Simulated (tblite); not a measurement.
Record of a relaxation.

Species: C₆H₉AsOSi.
SMILES with atom numbers: `[CH:1]#[C:2][C:3](=[O:4])[Si@@H:5]1[CH2:6][CH2:7][CH2:8][AsH:9]1` (hydrogens: H10 on C1; H11 on Si5; H12, H13 on C6; H14, H15 on C7; H16, H17 on C8; H18 on As9)

Computed with GFN2-xTB (tblite), gas phase: L-BFGS steps from a force-field or distance-geometry start until the largest atomic force falls under 0.01 eV/Å. 8 of its 164 geometries are shown.

Step 0: E = -692.6460 eV, largest atomic force 3.702 eV/Å
```
atom  x, y, z in Å  |  force x, y, z in eV/Å
C1      3.894    0.460    0.087   -1.635  -1.154   0.398
C2      2.915   -0.229    0.325    0.937   0.487  -0.090
C3      1.780   -1.087    0.616    2.264  -1.104   2.713
O4      1.783   -1.837    1.614   -0.125   1.378  -1.838
Si5     0.371   -0.975   -0.544   -2.046  -0.060  -0.622
C6     -0.021    0.863   -0.803    0.787  -0.309   1.267
C7     -1.443    0.773   -1.261   -0.210   1.203  -1.277
C8     -2.333    0.477   -0.074   -0.365  -1.308  -1.281
As9    -1.702   -1.339    0.464   -0.088  -0.923   1.966
H10     4.732    1.052   -0.121    0.085   0.102  -0.056
H11     0.529   -1.693   -1.791    0.417  -0.132  -0.444
H12     0.668    1.329   -1.497   -0.159   0.366   0.016
H13    -0.003    1.357    0.214    0.295  -0.061  -1.117
H14    -1.472   -0.024   -2.039   -0.487   0.512   0.301
H15    -1.690    1.728   -1.758   -0.343  -0.153   0.068
H16    -3.406    0.430   -0.372    0.607   0.302   0.385
H17    -2.140    1.171    0.740   -0.284   0.020   0.003
H18    -2.471   -2.451   -0.341    0.350   0.834  -0.392
```

Step 23: E = -693.6099 eV, largest atomic force 0.162 eV/Å
```
atom  x, y, z in Å  |  force x, y, z in eV/Å
C1      3.859    0.388    0.088    0.001  -0.001   0.016
C2      3.000   -0.387    0.423    0.011   0.055   0.003
C3      1.860   -1.171    0.751    0.010   0.015   0.061
O4      1.785   -1.919    1.703   -0.021  -0.014  -0.018
Si5     0.339   -0.968   -0.419   -0.123   0.043  -0.049
C6     -0.018    0.847   -0.893   -0.029   0.037  -0.063
C7     -1.496    0.863   -1.267   -0.035  -0.002   0.049
C8     -2.338    0.372   -0.092    0.048  -0.137   0.063
As9    -1.690   -1.379    0.657   -0.005  -0.035  -0.158
H10     4.628    1.053   -0.180   -0.006  -0.047  -0.012
H11     0.675   -1.711   -1.658    0.019   0.030   0.067
H12     0.593    1.219   -1.712    0.011  -0.018  -0.066
H13     0.140    1.519   -0.045    0.022  -0.029   0.002
H14    -1.663    0.219   -2.138    0.047  -0.013   0.032
H15    -1.810    1.872   -1.547   -0.025   0.038   0.000
H16    -3.386    0.244   -0.376    0.014   0.101  -0.038
H17    -2.314    1.123    0.707    0.021  -0.089  -0.005
H18    -2.174   -2.182   -0.543    0.042   0.066   0.118
```

Step 47: E = -693.6408 eV, largest atomic force 0.101 eV/Å
```
atom  x, y, z in Å  |  force x, y, z in eV/Å
C1      3.870    0.354    0.136    0.013  -0.024   0.011
C2      2.966   -0.329    0.543   -0.043  -0.056  -0.040
C3      1.802   -1.096    0.832   -0.008   0.032  -0.065
O4      1.669   -1.850    1.772   -0.018   0.074  -0.014
Si5     0.355   -0.939   -0.451    0.079   0.049  -0.039
C6     -0.041    0.853   -0.992   -0.004   0.008   0.025
C7     -1.541    0.871   -1.256   -0.030  -0.027   0.040
C8     -2.300    0.339   -0.040   -0.010  -0.070   0.022
As9    -1.664   -1.466    0.562   -0.039   0.025   0.028
H10     4.688    0.931   -0.190   -0.035  -0.002   0.040
H11     0.810   -1.670   -1.654    0.021  -0.031   0.019
H12     0.510    1.166   -1.877   -0.009   0.011   0.016
H13     0.178    1.566   -0.194    0.080   0.013  -0.002
H14    -1.762    0.250   -2.131    0.002  -0.027   0.048
H15    -1.874    1.888   -1.491   -0.028  -0.024   0.042
H16    -3.374    0.299   -0.240    0.007   0.018  -0.015
H17    -2.165    1.015    0.814    0.025   0.036  -0.075
H18    -2.135   -2.176   -0.683   -0.002  -0.004  -0.041
```

Step 70: E = -693.6869 eV, largest atomic force 0.094 eV/Å
```
atom  x, y, z in Å  |  force x, y, z in eV/Å
C1      3.928    0.212    0.275    0.022  -0.008   0.040
C2      2.906   -0.319    0.626    0.007   0.021  -0.028
C3      1.615   -0.859    0.854   -0.016   0.026   0.006
O4      1.191   -1.235    1.928   -0.040   0.000  -0.010
Si5     0.421   -0.937   -0.670   -0.010  -0.058  -0.022
C6     -0.097    0.837   -1.193   -0.051  -0.015  -0.023
C7     -1.623    0.851   -1.180   -0.052  -0.021   0.029
C8     -2.147    0.240    0.117   -0.063   0.044   0.006
As9    -1.548   -1.649    0.331    0.017  -0.010   0.088
H10     4.843    0.662    0.025    0.027   0.001  -0.020
H11     1.107   -1.627   -1.778    0.025   0.029  -0.026
H12     0.272    1.094   -2.182    0.034   0.041  -0.070
H13     0.281    1.591   -0.500    0.010  -0.031   0.026
H14    -1.999    0.257   -2.022    0.044   0.028  -0.010
H15    -2.009    1.869   -1.308    0.065  -0.038   0.056
H16    -3.239    0.288    0.151   -0.004   0.023   0.013
H17    -1.771    0.805    0.979   -0.031  -0.001  -0.037
H18    -2.141   -2.074   -0.994    0.016  -0.029  -0.019
```

Step 93: E = -693.7036 eV, largest atomic force 0.021 eV/Å
```
atom  x, y, z in Å  |  force x, y, z in eV/Å
C1      3.959    0.148    0.351    0.013  -0.005   0.010
C2      2.869   -0.276    0.638   -0.009  -0.003  -0.010
C3      1.537   -0.729    0.807    0.002  -0.002   0.021
O4      0.992   -0.917    1.878    0.014   0.008  -0.006
Si5     0.438   -0.967   -0.774    0.003  -0.003  -0.005
C6     -0.118    0.807   -1.261    0.003   0.002  -0.002
C7     -1.639    0.848   -1.141    0.001  -0.001   0.008
C8     -2.101    0.193    0.157   -0.001  -0.005   0.001
As9    -1.488   -1.699    0.299   -0.007  -0.011  -0.005
H10     4.921    0.511    0.135    0.007  -0.005  -0.002
H11     1.208   -1.589   -1.865   -0.002   0.001   0.002
H12     0.191    1.081   -2.268   -0.011   0.005  -0.008
H13     0.319    1.541   -0.580   -0.001   0.008   0.006
H14    -2.081    0.311   -1.988    0.008   0.009  -0.005
H15    -1.996    1.882   -1.183   -0.009  -0.002  -0.014
H16    -3.190    0.243    0.245   -0.019  -0.009  -0.002
H17    -1.686    0.731    1.016    0.006   0.007   0.006
H18    -2.143   -2.113   -1.005    0.003   0.006   0.006
```

Step 116: E = -693.7065 eV, largest atomic force 0.032 eV/Å
```
atom  x, y, z in Å  |  force x, y, z in eV/Å
C1      4.045    0.072    0.372   -0.003   0.002   0.003
C2      2.922   -0.287    0.615   -0.001  -0.006  -0.001
C3      1.570   -0.681    0.789    0.003  -0.003  -0.013
O4      1.028   -0.822    1.868   -0.015  -0.003   0.016
Si5     0.442   -0.931   -0.769   -0.001   0.006   0.031
C6     -0.148    0.834   -1.250   -0.009   0.013  -0.003
C7     -1.671    0.839   -1.147   -0.003   0.001  -0.013
C8     -2.137    0.183    0.149    0.009  -0.009  -0.017
As9    -1.470   -1.690    0.313    0.012   0.017   0.003
H10     5.030    0.385    0.181   -0.010  -0.012  -0.013
H11     1.187   -1.554   -1.877    0.013   0.005  -0.006
H12     0.162    1.118   -2.256   -0.008   0.008   0.011
H13     0.264    1.576   -0.563    0.001  -0.004   0.001
H14    -2.087    0.285   -1.996   -0.003   0.014  -0.001
H15    -2.052    1.865   -1.204    0.000  -0.017  -0.008
H16    -3.230    0.197    0.212    0.017   0.003   0.013
H17    -1.756    0.742    1.011   -0.005  -0.005  -0.006
H18    -2.109   -2.127   -0.989    0.003  -0.009   0.004
```

Step 140: E = -693.7096 eV, largest atomic force 0.021 eV/Å
```
atom  x, y, z in Å  |  force x, y, z in eV/Å
C1      4.110   -0.045    0.371   -0.012  -0.003   0.000
C2      2.965   -0.318    0.623    0.012   0.010  -0.004
C3      1.591   -0.623    0.798   -0.006   0.004  -0.012
O4      1.036   -0.719    1.877   -0.004   0.002   0.012
Si5     0.462   -0.861   -0.760   -0.002   0.008   0.019
C6     -0.186    0.886   -1.238    0.005  -0.014   0.007
C7     -1.710    0.824   -1.168    0.002  -0.005   0.000
C8     -2.164    0.168    0.132   -0.005   0.011   0.003
As9    -1.423   -1.671    0.336   -0.002  -0.001   0.002
H10     5.114    0.191    0.169    0.001  -0.004  -0.007
H11     1.222   -1.453   -1.875    0.001  -0.001  -0.007
H12     0.135    1.192   -2.232   -0.004   0.002   0.005
H13     0.177    1.636   -0.533    0.003   0.000   0.002
H14    -2.083    0.240   -2.017   -0.003  -0.003   0.002
H15    -2.138    1.828   -1.248    0.009   0.005  -0.001
H16    -3.256    0.141    0.190    0.003  -0.006  -0.009
H17    -1.813    0.756    0.987    0.001  -0.004   0.000
H18    -2.048   -2.167   -0.951    0.002  -0.002  -0.010
```

Step 163: E = -693.7109 eV, largest atomic force 0.004 eV/Å
```
atom  x, y, z in Å  |  force x, y, z in eV/Å
C1      4.131   -0.091    0.319   -0.002  -0.003   0.001
C2      2.987   -0.323    0.616    0.003   0.000  -0.002
C3      1.611   -0.595    0.822    0.000   0.002   0.000
O4      1.066   -0.662    1.907    0.000  -0.001   0.002
Si5     0.466   -0.839   -0.721    0.000  -0.002  -0.002
C6     -0.187    0.905   -1.193    0.002   0.000   0.000
C7     -1.711    0.820   -1.180    0.000   0.000  -0.001
C8     -2.201    0.161    0.104    0.000  -0.003   0.000
As9    -1.426   -1.659    0.353    0.001   0.002   0.001
H10     5.134    0.110    0.082   -0.001   0.001   0.000
H11     1.212   -1.431   -1.847    0.000   0.003   0.002
H12     0.165    1.236   -2.169    0.001   0.000   0.001
H13     0.139    1.647   -0.461    0.002  -0.001  -0.001
H14    -2.044    0.229   -2.040   -0.002  -0.001  -0.001
H15    -2.148    1.819   -1.278   -0.002   0.001   0.001
H16    -3.294    0.106    0.117   -0.003   0.000  -0.001
H17    -1.901    0.762    0.970    0.001   0.000   0.000
H18    -2.006   -2.188   -0.943   -0.001   0.000   0.000
```

Problem. Summarise the path.

Solution. The energy falls by 1.0648 eV from step 0 to step 163; nine tenths of that is first reached at step 22. It falls at every step. The largest force goes from 3.702 to 0.004 eV/Å. Among the bonds C3–Si5 changes most, from 1.829 to 1.936 Å; the atoms move by 0.687 Å rms after alignment.

What follows is the cost of the whole relaxation. Hardware: one thread of an Arm Neoverse V1, on a shared host. Cost: 1.6 s.
